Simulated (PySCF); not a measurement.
Compound: C6H6FO (doublet state).
Atom-mapped SMILES: `[O:1]=[C:2]1[CH:3]=[CH:4][CH2:5][C:6]([F:7])[CH2:8]1` (hydrogens: H9 on C3; H10 on C4; H11, H12 on C5; H13, H14 on C8)

Cartesian coordinates in Å at the GFN2-xTB level; atoms count from 1:
```xyz
14
C6H6FO angstrom
O     -0.1074    2.6277    0.0303
C      0.0396    1.4611   -0.2431
C      1.2905    0.7113   -0.1745
C      1.3219   -0.5895    0.1179
C      0.0807   -1.3639    0.4558
C     -1.1284   -0.5211    0.3105
F     -1.9015   -0.3858    1.4111
C     -1.1574    0.5668   -0.6672
H      2.1944    1.2748   -0.3489
H      2.2487   -1.1437    0.1301
H      0.1429   -1.7553    1.4748
H      0.0339   -2.2284   -0.2185
H     -0.9790    0.2026   -1.6806
H     -2.0797    1.1430   -0.6199
```

Computed, not measured: PySCF 2.14.0, UKS B3LYP, pcH-1 on C F H O, non-relativistic, mean-field spin-orbit, GIAO. Isolated species at its GFN2-xTB geometry (one conformer only). The geometry wasn't refined by DFT: couplings that depend on bond lengths, twists or pyramidal angles can differ widely from those at the functional's own minimum. Stability of the SCF solution: not tested.

**Question.** Give the principal g shifts and their parts.

**Answer.** 
| Δg (ppm) | 1 | 2 | 3 |
| --- | --- | --- | --- |
| relativistic mass correction | -217 | -217 | -217 |
| gauge correction | -6 | 40 | 34 |
| orbital Zeeman/spin–orbit | 42 | 2047 | 3204 |
| total | -181 | 1870 | 3021 |

So g = 2.00214, 2.00419, 2.00534 and g_iso = 2.00389; the tensor is rhombic: the two nearest values differ by 36 % of g3 − g1. 

**Question.** What effective moment and Curie constant follow for a powder?

**Answer.** With the mean of g² = 4.0156 and S(S+1) = 0.75: μ_eff = √(⟨g²⟩S(S+1)) = 1.735 μB and χT = 0.12505·⟨g²⟩·S(S+1) = 0.377 cm³ K/mol (cgs; spin-Hamiltonian part alone).

**Question.** What are the electron Larmor frequencies g μB B/h along the three axes at 330 mT?

**Answer.** 9.2474, 9.2569, 9.2622 GHz for g1, g2 and g3, a range of 14.8 MHz.

**Question.** At 9.489 GHz, how far is the centre of the isotropic spectrum from where a free electron (g = 2.002319) resonates?

**Answer.** B = hν/(g μB) with μB/h = 13.99624 MHz/mT gives 338.59 mT for the free electron and 338.33 mT at g_iso, 0.27 mT lower.

**Question.** In a frozen sample, at which fields do the three g values resonate at 9.5, 34, 94 and 263 GHz (hyperfine left aside), and which band first spreads them over more than twice a line width of 0.5 mT?

**Answer.** 
```
band    GHz  B(g3) mT  B(g2) mT  B(g1) mT  spread mT
   X    9.5    338.47    338.67    339.01       0.54
   Q   34.0   1211.38   1212.07   1213.31       1.94
   W   94.0   3349.10   3351.02   3354.46       5.36
   J  263.0   9370.36   9375.74   9385.34      14.99
```

The spread grows in proportion to the frequency. Q band is the first where it exceeds 1.0 mT.

The Mulliken spin populations are largest on C6 (+0.84), C8 (-0.07), F7 (+0.06) and O1 (+0.06). C6 is the only atom above +0.15. The angles at C6 add up to 354.0°, so it is slightly pyramidal.

The HOMO–LUMO gaps are 3.53 eV among the α and 5.03 eV among the β orbitals.
